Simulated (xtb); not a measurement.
ethyl methyl carbonate (C₄H₈O₃), singlet, geometry from GFN2-xTB, atoms displaced at random by about 0.02 Å a coordinate. Base run: GFN2-xTB (xtb).

Here is a job for xtb.
```
$ xtb mol.xyz --gfn 2 --opt --json

# file mol.xyz
15

C     -3.03791305    -0.39136425    -0.03181011
C     -1.75028450     0.38486596     0.32895176
O     -0.62950862    -0.36044772    -0.21028649
C      0.51829036     0.14873963     0.03000274
O      0.74918972     1.15085890     0.59524906
O      1.45897321    -0.65483741    -0.46677318
C      2.83198992    -0.22963564    -0.30752974
H     -3.01567685    -1.41808484     0.40153824
H     -3.90692067     0.15498600     0.31124221
H     -3.09390164    -0.51063507    -1.10718719
H     -1.79078194     1.32658491    -0.11371760
H     -1.64676400     0.46759502     1.41916735
H      3.41073189    -0.98569102    -0.77072509
H      2.99480937     0.75161814    -0.80404948
H      3.05793324    -0.09231489     0.75705589
```

The base run was repeated with changes; each row names its change, and settings that it needs were set with it.

```tsv
change	ΔE vs base (µEh)	optimiser steps
base	0.0	7
opt level = sloppy	11.4	5
alpb = water	-8103	7
alpb = hexane	-9490	7
opt level = lax	2.3	6
opt level = tight	-0.5	8
opt level = extreme	-0.8	12
opt level = vtight	-0.8	10
engine = lbfgs	0.1	-
engine = inertial	19.5	-
```
